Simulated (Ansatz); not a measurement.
Program: Ansatz. Geometries: PBE0-D4/def2-TZVP. ΔE: electronic, gas phase. CCSD(T)/CBS is the MP2 limit (def2-TZVPP, def2-QZVPP) plus CCSD(T) − MP2 in def2-TZVPP, frozen cores. Functionals use def2-TZVPP. For Ga, Ge outer-core shells are correlated without core-valence functions, which leaves a few kJ/mol of doubt a bond. Scalar relativity is left out up to krypton. Each species was taken in one conformer, which may not be the lowest.

`[CH3][GeH2][AlH][C]#N` + `[BH2][GaH][OH]` → `[BH2][GaH][GeH2][CH3]` + `N#[C][AlH][OH]`  (redistribution)

`[CH3][GeH2][AlH][C]#N`:

Cartesian coordinates in Å:
```
C 0.739 -0.764 -1.427
Ge -0.282 -1.142 0.202
Al -0.883 0.899 1.455
C -0.023 2.541 0.865
N 0.521 3.478 0.466
H 1.648 -0.213 -1.183
H 0.145 -0.163 -2.115
H 1.012 -1.697 -1.920
H 0.547 -2.061 1.128
H -1.560 -1.934 -0.152
H -1.864 1.056 2.682
```

`[BH2][GaH][OH]`:

Z-matrix (Å, degrees):
```
B
Ga 1 2.082
H 1 1.197 2 121.9
H 1 1.197 2 121.9 3 -179.6
O 2 1.799 1 119.8 3 -90.1
H 2 1.566 1 129.7 3 89.9
H 5 0.959 2 114.6 1 -0.0
```

`[BH2][GaH][GeH2][CH3]`:

```xyz
12

B     1.705    2.333   -1.267
Ga    1.175    0.408   -0.766
Ge   -0.926   -0.072    0.422
C    -1.105   -1.935    1.017
H     1.358    2.840   -2.296
H     2.338    3.030   -0.525
H     2.064   -0.849   -1.118
H    -1.079    0.857    1.649
H    -2.117    0.265   -0.507
H    -2.064   -2.083    1.516
H    -0.304   -2.187    1.713
H    -1.045   -2.608    0.161
```

`N#[C][AlH][OH]`:

```xyz
6

N    -0.808    2.528    0.852
C    -0.400    1.525    0.455
Al    0.353   -0.107   -0.247
O    -0.516   -1.487    0.156
H     1.662   -0.081   -1.111
H    -0.291   -2.379   -0.105
```

```json
{"species": "`[CH3][GeH2][AlH][C]#N`", "revPBE-D4 energy (Eh)": "-2453.83284"}
{"species": "`[BH2][GaH][OH]`", "revPBE-D4 energy (Eh)": "-2027.19027"}
{"species": "`[BH2][GaH][GeH2][CH3]`", "revPBE-D4 energy (Eh)": "-4069.30685"}
{"species": "`N#[C][AlH][OH]`", "revPBE-D4 energy (Eh)": "-411.74744"}
```

**Question.** Work out ΔE.

**Answer.** ΔE = (-4069.30685) + (-411.74744) − (-2453.83284) − (-2027.19027) = -0.03118 Eh = -19.6 kcal/mol. CCSD(T)/CBS gives -20.9 kcal/mol.

Largest T1 diagnostic among the species: 0.015.

Leaving LDA and LC-ωPBE aside and taking each functional with its dispersion term where it has one, the values, not all of them listed here, spread over 2.5 kcal/mol, from BHLYP-D4 to revPBE-D4. LDA lies −1.0 kcal/mol from PBE without D4. At CCSD(T), def2-SVP lies +2.0 kcal/mol from the extrapolated value and def2-TZVPP +0.3 kcal/mol.
